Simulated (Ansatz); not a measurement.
The cluster ZnF2, relaxed as a quintet with UKS r2SCAN-D4/def2-TZVP in Ansatz, starting from the r2SCAN-D4/def2-TZVP geometry of the neutral singlet. Force threshold 0.02 eV/Å.

In the quintet geometry the species has come apart into loosely held pieces. The relaxation made no stability test and no search for a lower SCF solution. At r2SCAN-D4/def2-TZVP a singlet of charge 0 lies 11.86 eV below the quintet, each at its own geometry. The structure comes from a short search, and lower isomers may exist.

Start:

```tsv
atom	x (Å)	y (Å)	z (Å)
Zn1	0.000	0.000	0.000
F2	0.734	1.429	-0.631
F3	-0.734	-1.429	0.631
```

Problem. Estimate the energy that the relaxation releases and the steps that it takes.

Solution. 61.0 kcal/mol, in 7 steps; 81 s on 4 threads of Arm Neoverse V1 on a shared host. No frequencies were taken in this run, so the end may be a saddle point.

Problem. Does the start keep its bonding and symmetry?

Solution. Bonds lost: Zn1–F2, Zn1–F3 (atoms count from 1). The end holds 3 separate pieces. Point group D∞h at the start, D∞h at the end, both within 0.05 Å.

Problem. Predict the relaxed structure.

Solution. 
```csv
atom,x (Å),y (Å),z (Å)
Zn1,0.000,0.000,0.000
F2,1.132,2.205,-0.973
F3,-1.132,-2.205,0.973
```
Bond lengths: .
